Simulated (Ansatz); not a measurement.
Geometry optimisation, RHF/def2-SVP in Ansatz.

The input (input.yaml):

```yaml
crystal:
  periodic: [false, false, false]
  atoms:
    - { symbol: Sn, position_ang: [0.0, 0.0, 0.0] }
    - { symbol: H, position_ang: [0.0, 0.0, 2.09] }
    - { symbol: O, position_ang: [1.8483, 0.0, -0.6527] }
    - { symbol: H, position_ang: [2.1646, -0.9521, -0.7693] }
    - { symbol: O, position_ang: [-0.9232, 1.5994, -0.6527] }
    - { symbol: H, position_ang: [-1.881, 1.3686, -0.8751] }
    - { symbol: Cl, position_ang: [-1.1351, -1.9666, -0.8025] }
    - { symbol: S, position_ang: [-2.5585, -0.4641, 0.864] }
    - { symbol: H, position_ang: [-3.1711, -1.4043, 0.0269] }
    - { symbol: H, position_ang: [-1.0148, -0.1841, 2.1012] }
basis:
  gaussian: { orbitals: def2-SVP }
hamiltonian:
  xc: hf
relax:
  f_tol: 0.15
  max_steps: 25
  restrain:
    - { distance: [0, 7], at: 3.64, k: 30.0 }
    - { distance: [9, 1], at: 1.86, k: 30.0 }
    - { distance: [0, 1], at: 1.74, k: 30.0 }
    - { distance: [9, 7], at: 1.4, k: 30.0 }
```

Run as:

```bash
$ ansatz run input.yaml --threads 2 --pin off --max-ram 3072MiB --backend cpu --events-out ev --progress --plain --runs-dir out
```

Question: Where does it end, and by what steps?

Answer: The forces met the threshold. The restraints hold the end off the free minimum. After 13 steps the energy has fallen by 5.778 eV (the restraints' own energy left out); H10 moved furthest, 1.00 Å. Parted: Sn1–S8 (2.74 → 3.65 Å). Joined: S8–H10 (2.00 → 1.37 Å).

| step | energy less start (eV) | largest force component (eV/Å) | accepted |
| --- | --- | --- | --- |
| 0 | 0.0000 | 3.741 | yes |
| 1 | -0.4534 | 4.215 | yes |
| 2 | -1.6953 | 5.488 | yes |
| 3 | -3.3359 | 5.093 | yes |
| 4 | -4.8099 | 2.547 | yes |
| 5 | -5.4464 | 1.967 | yes |
| 6 | -5.5906 | 1.649 | yes |
| 7 | -5.6852 | 1.337 | yes |
| 8 | -5.7256 | 1.301 | yes |
| 9 | -5.7578 | 1.273 | yes |
| 10 | -5.7740 | 1.258 | yes |
| 11 | -5.7004 | 2.636 | no |
| 12 | -5.7776 | 1.255 | yes |
| 13 | -5.7779 | 1.269 | yes |

```xyz
10
Properties=species:S:1:pos:R:3
Sn 0.171 -0.231 -0.068
H -0.167 -0.360 1.616
O 2.086 -0.154 -0.354
H 2.408 -0.113 -1.245
O -0.567 1.330 -0.956
H -1.503 1.457 -0.898
Cl -0.606 -2.148 -1.186
S -3.161 -0.081 1.402
H -3.341 -1.331 0.964
H -1.991 -0.373 2.053
```

Run time: 22 s on 2 threads of Intel(R) Xeon(R) 6975P-C (Granite Rapids), on a shared host, peak memory 0.3 GiB.
